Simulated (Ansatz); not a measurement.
Coupled-cluster diagnostics for the cluster Sr₃O₃, Ansatz.

Geometry of the singlet (PBE0-D4/def2-SVP):

```tsv
atom	x (Å)	y (Å)	z (Å)
Sr1	-1.763	-1.353	0.950
Sr2	0.971	-0.654	-0.920
Sr3	0.048	2.409	0.186
O4	1.798	1.407	-0.427
O5	-1.069	0.491	-0.115
O6	0.014	-2.300	0.326
```

In the def2 sets Sr takes a core potential; there is no spin–orbit coupling. Correlated methods freeze 3 core orbitals; core or outer-core shells of Sr are correlated, in sets that lack core-valence functions. The structure comes from a short search, and lower isomers may exist.

Estimate the CCSD(T) correlation energy, the shares of MP2 and (T), T1 and the reference's ⟨S²⟩ for: charge 0, singlet, own geometry in def2-SVP; charge 1, doublet, vertical in def2-SVP; and the rough time on 4 threads of Arm Neoverse V2 on a shared host.


```
                          state     basis  correlation (eV)  MP2 share (%)  (T) share (%)     T1  ⟨S²⟩ (pure)  wall time           remarks
charge 0, singlet, own geometry  def2-SVP           -24.638           98.4            3.5  0.028  0.00 (0.00)       21 s  large T1 (0.028)
    charge 1, doublet, vertical  def2-SVP           -22.666           96.4            3.0  0.026  0.76 (0.75)    2.7 min                 –
```
Customary marks for T1 are 0.02 (closed shells), 0.045 (open shells) and about 0.05 (3d metals). T1 exceeds 0.02 in 2 of 2 rows and 0.045 in 0; the higher it lies, the less the single-reference result can be trusted.
